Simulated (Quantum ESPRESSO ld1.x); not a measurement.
The numbers below are computed, except where a source is named.
Question: All-electron atom: Si II in [Ne] 3s2 3p1 (the NIST ground configuration). Level of theory: scalar-relativistic Kohn-Sham, exchange-only LDA, spin-polarised, spherical densities, point nucleus; open shells are filled with parallel spins first (ld1.x of Quantum ESPRESSO 7.5). Some entries of the table are withheld. Estimate them.

| orbital | occ. | eigenvalue (hartree) | <1/r> (bohr^-1) | <r^2> (bohr^2) |
|---|---|---|---|---|
| 1s up | 1 | -65.6258 | 13.59 | 0.01679 |
| 1s down | 1 | -65.6220 | 13.59 | 0.01679 |
| 2s up | 1 | -5.38085 | 2.569 | 0.3902 |
| 2s down | 1 | -5.37573 | 2.569 | 0.3895 |
| 2p up | 3 | -3.79673 | 2.457 | 0.3677 |
| 2p down | 3 | -3.79028 | 2.458 | 0.3666 |
| 3s up | 1 | -0.67852 | 0.6587 | 4.946 |
| 3s down | 1 | -0.62794 | 0.6614 | 4.956 |
| 3p up | 1 | -0.41134 | 0.5409 | 7.219 |
| 3p down | 0 | -0.36136 | 0.5371 | 7.456 |
| 4s up | 0 | (1) | 0.2380 | 36.31 |
| 4s down | 0 | (2) | 0.2188 | 42.12 |
| 3d up | 0 | -0.12159 | 0.2896 | 23.08 |
| 3d down | 0 | -0.08935 | 0.2460 | 34.81 |

Answer: 
(1) 4s up eigenvalue (hartree): -0.15351
(2) 4s down eigenvalue (hartree): -0.13267
